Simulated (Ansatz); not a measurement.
Reaction (hydrogenolysis of a C–O bond): `C=C(F)O[SiH3]` + H₂ → `C=CF` + silanol

Computed with Ansatz on PBE0-D4/def2-TZVP structures; ΔE is electronic, products minus reactants. CCSD(T)/CBS adds triple-zeta CCSD(T) − MP2 to the extrapolated MP2 energy (def2 sets, frozen cores). This one scheme is used for every species. Functionals use def2-TZVPP. B3LYP here is the variant with VWN-RPA as its local correlation; programs differ in this. Each species was taken in one conformer, which may not be the lowest.

| level | ΔE (eV) |
| --- | --- |
| PBE-D4 | -0.52 |
| r2SCAN-D4 | -0.50 |
| B3LYP-D4 | -0.56 |
| ωB97M-V | -0.58 |
| SCS-MP2/def2-TZVPP | -0.65 |
| MP2/def2-QZVPP | -0.63 |
| SCS-MP2/def2-QZVPP | -0.67 |
| CCSD/CBS(def2) | -0.71 |

Q: What does CCSD(T)/CBS give? (Estimate.)

A: Computed: -0.66 eV. The listed levels differ from it by 0.14, 0.16, 0.10, 0.08, 0.01, 0.03, -0.01, -0.05 eV.

Largest T1 diagnostic among the species: 0.012.

In def2-TZVPP, CCSD(T) changes the Hartree–Fock value by +0.13 eV (the triples alone add +0.05 eV) and MP2 by +0.15 eV. From PBE to PBE0 (25 % exact exchange), in def2-TZVPP and without D4, ΔE moves by −0.04 eV.
